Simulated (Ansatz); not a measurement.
# Relative stability

Two relaxed structures of BGeH₅O, singlet (PBE0-D4/def2-TZVP; forces vanish, vibrations not checked).

A:

| atom | x (Å) | y (Å) | z (Å) |
| --- | --- | --- | --- |
| B1 | -0.7135 | 0.8784 | -1.0941 |
| O2 | -0.2059 | -0.3175 | -0.7628 |
| Ge3 | 0.5580 | -0.7508 | 0.8056 |
| H4 | -1.1893 | 1.0019 | -2.1900 |
| H5 | -0.6914 | 1.7995 | -0.3135 |
| H6 | 0.5262 | 0.4878 | 1.7119 |
| H7 | 1.9874 | -1.1910 | 0.4707 |
| H8 | -0.2715 | -1.9084 | 1.3722 |

B:

B1  (0.537, -0.763, 0.742)
O2  (-0.095, -0.569, -0.691)
Ge3  (-0.713, 0.926, -1.055)
H4  (-1.319, 1.086, -2.450)
H5  (-0.683, 2.083, -0.064)
H6  (0.433, 0.311, 1.332)
H7  (1.692, -1.077, 0.547)
H8  (-0.110, -1.646, 1.266)
(Å)

Computed with Ansatz 0.2.0 (basis: def2-TZVPP); correlated methods freeze the cores. Filled d shells of the heavier atoms are correlated. The def2 sets are not built for correlating such inner shells, so the correlated values are less sure here. B3LYP uses VWN-RPA correlation.

(1) Which structure is lower at CCSD(T), and by how much? (An estimate is asked for; the value comes from the calculation.)

The T1 diagnostic stays at or below 0.023.

Results:

(1) The calculation gives: A, by 2.724 eV (electronic energy, against the other). By their contacts, A is BGeH₅O ([BH2][O][GeH3]) and B is BGeH₅O ([BH3][O][GeH2]).

All methods give the same order:

| method | E(B) − E(A) (eV) |
| --- | --- |
| PBE-D4 | 2.375 |
| r2SCAN-D4 | 2.612 |
| PBE0-D4 | 2.668 |
| B3LYP-D4 | 2.669 |
| wB97M-V | 2.761 |
| HF | 3.358 |
| MP2 | 2.704 |
| CCSD | 2.847 |
| CCSD(T) | 2.724 |

Labels in which every atom is bracketed show which atoms are joined, not bond orders.

For scale, one of the runs: CCSD(T)/def2-TZVPP, 180 basis functions, launched by `ansatz run in.yaml --threads 2 --pin off --events-out ev --progress --plain --max-ram 4352MiB`. Hardware: 2 CPU threads of an Arm Neoverse V1, shared host. Wall time 78 s; peak host memory 1.8 GiB.
